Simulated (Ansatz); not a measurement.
C3H6OSi can be A, `C#COC[SiH3]`, or B, `[SiH3]OC1=CC1`.

Gas-phase electronic energies from Ansatz, PBE0-D4/def2-TZVP geometries. CBS: MP2 limit from def2 TZ/QZ plus the TZ coupled-cluster correction, frozen cores. Functionals use def2-TZVPP. One conformer a species, not always the lowest.

A:

```xyz
11

C     1.7031   -1.0336    1.6832
C     0.8725   -0.1948    1.4683
O    -0.0105    0.7234    1.2609
C    -1.0039    0.4081    0.2566
Si   -0.3054    0.3043   -1.5073
H     2.4486   -1.7649    1.8776
H    -1.5132   -0.5188    0.5397
H    -1.7293    1.2209    0.3210
H     0.6020   -0.8565   -1.6648
H     0.4134    1.5630   -1.8260
H    -1.4773    0.1490   -2.4094
```

B:

Z-matrix (Å, degrees):
```
Si
O 1 1.672
H 1 1.478 2 104.4
H 1 1.483 2 110.2 3 119.3
H 1 1.483 2 110.2 3 -119.3
C 2 1.324 1 121.2 3 -180.0
C 6 1.481 2 144.1 1 0.0
C 6 1.285 2 149.2 1 -180.0
H 7 1.093 6 120.2 2 -75.1
H 7 1.093 6 120.2 2 75.1
H 8 1.074 6 153.2 2 -0.0
```

Question: Which is lower in electronic energy at CCSD(T)/CBS, and by how much? (An estimate is asked.)

Answer: The calculation gave: B, by 24.9 kcal/mol.

Question: Give E(B) − E(A) in kcal/mol with MP2/def2-TZVPP, PBE0-D4, B2PLYP, CCSD/def2-TZVPP, PBE-D4, ωB97M-V, CCSD(T)/def2-TZVPP. (Estimate.)

Answer: Computed: MP2/def2-TZVPP -26.7, PBE0-D4 -27.7, B2PLYP -24.1, CCSD/def2-TZVPP -24.8, PBE-D4 -25.9, ωB97M-V -25.4, CCSD(T)/def2-TZVPP -24.7. None reverses the order clearly.

Largest T1 diagnostic: 0.013.

From PBE to PBE0 (25 % exact exchange), in def2-TZVPP and without D4, E(B) − E(A) moves by −1.8 kcal/mol. In def2-TZVPP, CCSD(T) changes the Hartree–Fock value by −1.2 kcal/mol (the triples alone add +0.1 kcal/mol) and MP2 by −3.2 kcal/mol.
